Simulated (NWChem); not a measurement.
SiNH2F, singlet; SMILES N[Si]F

```xyz
5

Si    -0.6434     0.0506     0.0000
F      0.4310     1.2984     0.0000
N      0.4907    -1.2340     0.0000
H      1.5010    -1.1134     0.0000
H      0.2134    -2.2102     0.0000
```
Atoms are numbered in this order, from 1.

All runs: NWChem. Pople sets run with spherical d functions. Low-valent species are run as closed-shell singlets; no triplet was tried in these runs. All runs use the structure optimised with PBE0/def2-SVP. GIAO values for the isolated, static molecule; σ is the absolute isotropic shielding, δ = σ(reference) − σ with the isolated reference molecule computed at the same levels (19F: trichlorofluoromethane, 1H: tetramethylsilane, 15N: ammonia, 29Si: tetramethylsilane).

For level B3LYP/6-31G*:

δ Si1 (ppm): 108.2
δ F2 (ppm): -9.8
δ N3 (ppm): 118.9
δ H4 (ppm): 3.76
δ H5 (ppm): 3.40

Task: How do the values read with level LDA (Slater exchange, VWN5)/pcSseg-1 instead?

Result: The δ Si1 (ppm) is 117.6 and the δ F2 (ppm) is -27.5. The δ N3 (ppm) comes out as 151.5. The δ H4 (ppm) is 4.56. The δ H5 (ppm) is 4.32.
